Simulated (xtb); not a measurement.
CH4F2OSi, SMILES [SiH](F)(OC)F. All values are semi-empirical tight-binding results from xtb (GFN2-xTB unless named), good for trends rather than for accurate numbers. The structure is a stationary point at GFN2-xTB. One conformer was computed; it need not be the lowest.

Optimised geometry:

Bonds (Å): Si1–F2 1.598, Si1–F3 1.585, Si1–O4 1.595, Si1–H6 1.439, O4–C5 1.400, C5–H7 1.092, C5–H8 1.092, C5–H9 1.090. Bond angles (°): F2–Si1–F3 105.0, F2–Si1–O4 111.3, F2–Si1–H6 107.6, F3–Si1–O4 102.6, F3–Si1–H6 111.4, O4–Si1–H6 118.0, Si1–O4–C5 133.2, O4–C5–H7 110.9, O4–C5–H8 110.5, O4–C5–H9 107.6, H7–C5–H8 109.0, H7–C5–H9 109.5, H8–C5–H9 109.3.
Charge 0, spin multiplicity 1.

Computed properties:
| Quantity | Result |
|---|---|
| orbital gap | 7.84 eV |
| dipole moment | 3.44 D |
| zero-point energy | 34.7 kcal/mol |
| G − E(el) at 298.15 K (modified RRHO) | 15.1 kcal/mol |
| static polarisability (D4 model) | 56.1 bohr³ |
| solvation energy, GFN2-xTB/ALPB(water) | -0.7 kcal/mol |
| solvation energy, GFN2-xTB/ALPB(methanol) | -2.1 kcal/mol |

Give the atomic charges and the Wiberg bond orders between heavy atoms. (Estimate from the structure and the level; the computed values follow.)

charges (e) Si1 0.65, F2 -0.26, F3 -0.25, O4 -0.31, C5 0.03, H6 -0.03, H7 0.05, H8 0.05, H9 0.07. Bond orders Si1–F2 1.08, Si1–F3 1.10, Si1–O4 1.23, O4–C5 0.98.
